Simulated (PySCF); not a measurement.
C2H5Ga, SMILES [CH](=C)[GaH2]. Geometry optimised at TPSSh-D3(BJ)/def2-SVP.

The numbers are results of PySCF with TPSSh-D3(BJ)/def2-SVP, not measurements.

Harmonic wavenumbers (cm⁻¹): 163, 212, 428, 471, 591, 625, 752, 1000, 1004, 1054, 1274, 1425, 1639, 1963, 1972, 3098, 3125, 3188. Rotational constants (GHz): 37.86, 3.943, 3.571; symmetry number 1.

Problem. Work out the zero-point energy and the ideal-gas rigid-rotor harmonic-oscillator thermochemistry at 298.15 K and 1 atm.

Solution. ZPE = ½ Σ hcν = ½ × 23983 cm⁻¹ = 34.29 kcal/mol. H − E(el) = 38.05 kcal/mol. Entropy in cal/(mol K): translation 39.68, rotation 23.92, vibration 7.58, total 71.18. G − E(el) = 16.83 kcal/mol. Cp = 18.55 cal/(mol K).
